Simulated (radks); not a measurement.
Results of a calculation; reference values are marked as such.
These are the eigenvalues of the occupied orbitals of an atom or ion with whole-number occupations (eV). Code: a radial shooting solver on a logarithmic mesh with Libxc functionals. Model: Dirac Kohn-Sham, BP86, spin-unpolarised, spherical densities, finite nucleus; Fermi nuclear charge, rms radius of each element as measured or else 0.836 A^(1/3) + 0.57 fm.

orbital  eigenvalue
1s1/2     -73775.02
2s1/2     -12864.93
2p1/2     -12321.82
2p3/2     -10790.12
3s1/2     -3017.088
3p1/2     -2773.327
3p3/2     -2439.334
3d3/2     -2029.701
3d5/2     -1957.360
4s1/2     -660.6343
4p1/2     -558.2049
4p3/2     -479.7464
4d3/2     -311.3885
4d5/2     -296.8567
5s1/2     -121.6285
5p1/2      -89.9312
4f5/2      -83.8619
4f7/2      -81.0539
5p3/2      -77.5497
5d3/2      -35.5771
5d5/2      -34.3127

Which element is it, and in what charge state? The configuration may be excited. Open shells, if any, fill j = l - 1/2 first.

Answer. Z = 76, osmium, charge +3: Os3+ in [Xe] 4f14 5d5. The list shows which subshells hold electrons but not how many an open one holds; the 1s level, -2711.2 hartree, gives Z - s = 73.6 by -(Z - s)^2/2, which with screening and relativity narrows Z to a few neighbours, and the depths of the outer levels then fix element, charge and occupations together.
